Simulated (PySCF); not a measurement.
Isomers of [C7H9S]+ (charge +1), one GFN2-xTB conformer each. Single-point energies are computed at PBE0/def2-SVPD (PySCF, gas phase, no added dispersion term), electronic only.

Task: Rank them by PBE0/def2-SVPD energy, lowest first (kcal/mol).
A. `[CH3:1][CH2:2][c:3]1[cH:4][cH:5][cH:6][cH:7][s+:8]1` (charge +1) with C1–C2–C3–C4 178°
B. `[CH3:1][S:2][C:3]1=[CH:4][CH:5]=[CH:6][CH2:7][CH+:8]1` (charge +1) with C1–S2–C3–C4 1°

Result: A (0.0), B (26.0).

GFN2-xTB itself gives, in the same order: 0.0, 21.5. Both levels put the same isomer lowest.

Task: Which frontier levels and rotational constants go with these structures?

Result: 
```tsv
SMILES	HOMO (eV, PBE0/def2-SVPD)	LUMO (eV)	A, B, C (MHz)
CCc1cccc[s+]1	-12.93	-7.49	3555, 1422, 1029
CSC1=CC=CC[CH+]1	-10.74	-8.28	4088, 1140, 901.3
```
